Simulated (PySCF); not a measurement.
trans-dichloroethylene (C2H2Cl2), SMILES C(=C\Cl)/Cl. Heavy atoms are numbered as in [Cl:1]/[CH:2]=[CH:3]/[Cl:4]. Hydrogens are named by the atom that carries them.

Geometry: TPSSh-D3(BJ)/def2-SVP.

The numbers are results of r2SCAN/def2-TZVPD (PySCF), not measurements.

Mulliken values depend strongly on the basis, most of all with diffuse functions as here. ESP charges are fitted to the potential on shells at 1.4 to 2.0 van der Waals radii. Atomic charges (e), one atom of each kind:

```
atom     ESP fit  Mulliken
-------  -------  --------
Cl1        -0.05     -0.29
C2 (CH)    -0.15     -0.02
H on C2     0.21      0.31
```
